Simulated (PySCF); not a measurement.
**C₆ coefficients of unlike pairs at UHF**

Calculated with PySCF 2.14 from the dipole response of each species, C₆(A,B) = (3/π) ∫ α_A(iu) α_B(iu) du, in atomic units, from isotropic polarisabilities. For ions this is the dispersion term alone; charge-induced terms of lower order in 1/R come first.

```json
{"species": "Pt⁺", "configuration": "[Xe] 4f14 5d9 (2D)", "basis": "aug-cc-pVTZ-PP with ECP60MDF (6s6p5d3f2g)", "relativity": "core potential", "α (bohr³)": "14.66", "C₆ (like pair)": "108.2"}
{"species": "F⁺", "configuration": "[He] 2s2 2p4 (3P)", "basis": "aug-cc-pVTZ (5s4p3d2f)", "relativity": "none", "α (bohr³)": "1.724", "C₆ (like pair)": "3.170"}
{"species": "Ar", "configuration": "[Ar] (1S)", "basis": "aug-cc-pV(Q+d)Z (7s6p5d3f2g)", "relativity": "none", "α (bohr³)": "10.75", "C₆ (like pair)": "62.03"}
{"species": "F", "configuration": "[He] 2s2 2p5 (2P)", "basis": "aug-cc-pV5Z (7s6p5d4f3g2h)", "relativity": "none", "α (bohr³)": "3.278", "C₆ (like pair)": "8.512"}
```

Problem. Estimate C₆ for Ar with Pt⁺.

Solution. The integral gives 81.62. The combination rule 2 C_A C_B / (C_A α_B/α_A + C_B α_A/α_B) gives 81.90 and the geometric mean 81.94.

No spin-orbit coupling is included.

The other pairs:

```
   pair     C₆
 Ar, F⁺  13.25
F⁺, Pt⁺  17.84
 F, Pt⁺  30.00
  F, F⁺  5.151
  F, Ar  22.50
```
